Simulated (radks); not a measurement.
Results of a calculation; reference values are marked as such.
All-electron atom: Ti III in [Ne] 3s2 3p4 3d2 4s2 (not the ground configuration).

Level of theory: scalar-relativistic Kohn-Sham, PBE, spin-polarised, spherical densities, finite nucleus; open shells are filled with parallel spins first; Fermi nuclear charge, rms radius 3.5921 fm (a radial shooting solver on a logarithmic mesh with Libxc functionals).

Energy parts (hartree):
total: -849.84294
kinetic: 857.10327
electron-nucleus: -1998.00505
Hartree: 331.99114
exchange-correlation: -40.93230

Orbitals (lengths in bohr, moments of r in powers of bohr; <r^-3> diverges for s and p1/2):
orbital  occ.  eigenvalue (hartree)      <r^4>      <r>     <r^2>  <r^-3>
1s up       1             -180.3715  0.0001092  0.06959  0.006512       -
1s down     1             -180.3435  0.0001091  0.06958  0.006511       -
2s up       1             -21.07313    0.02743   0.3247    0.1248       -
2s down     1             -21.01928    0.02715   0.3242    0.1243       -
2p up       3             -17.68292    0.02207   0.2896    0.1035   265.5
2p down     3             -17.62509    0.02181   0.2891    0.1030   265.9
3s up       1              -3.52425      1.859   0.9734     1.087       -
3s down     1              -3.30672      1.956   0.9815     1.108       -
3p up       3              -2.62368      2.511    1.026     1.227   34.02
3p down     1              -2.41477      2.742    1.041     1.269   33.22
3d up       2              -1.25459      5.683    1.166     1.664   2.981
3d down     0              -1.07531      7.678    1.230     1.884   2.816
4s up       1              -0.80296      85.96    2.600     7.619       -
4s down     1              -0.76972      97.33    2.687     8.123       -

The highest occupied level is 4s down at -20.945 eV. The configuration is held as typed, so some empty levels lie below it. The electron density at the nucleus is 8563 e/bohr^3 (large components only). Summed over all electrons, <r^2> = 27.09 bohr^2, which gives a Langevin (diamagnetic) susceptibility term of -21.5 x 10^-6 cm^3/mol.
